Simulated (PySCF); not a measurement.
C3H8N, SMILES CC[N]C, multiplicity 2.

Geometry: TPSSh-D3(BJ)/def2-SVP. The isomer is the one that the SMILES or the coordinates give; other isomers of the formula were not compared. The values are those of a single conformer.

Level of theory: PySCF with TDA-B3LYP/def2-SVPD.

Vertical excitations. The molecule is in vacuum.

```csv
state,energy (eV),λ (nm),f,main pairs
root 1,2.12,586,0.000,β HOMO→LUMO 98 %
root 2,5.63,220,0.000,β HOMO−2→LUMO 95 %
root 3,5.91,210,0.023,β HOMO−1→LUMO 98 %
root 4,6.32,196,0.015,α HOMO→LUMO 97 %
root 5,6.49,191,0.006,"α HOMO−1→LUMO 7 %, β HOMO→LUMO+1 91 %"
root 6,6.54,190,0.000,β HOMO−3→LUMO 95 %
root 7,6.99,177,0.001,α HOMO→LUMO+1 97 %
root 8,7.04,176,0.018,"α HOMO−1→LUMO 65 %, β HOMO→LUMO+2 28 %"
root 9,7.09,175,0.023,"α HOMO−1→LUMO 23 %, β HOMO→LUMO+2 68 %"
root 10,7.50,165,0.026,β HOMO−4→LUMO 87 %
```
Unrestricted roots are not spin-pure.
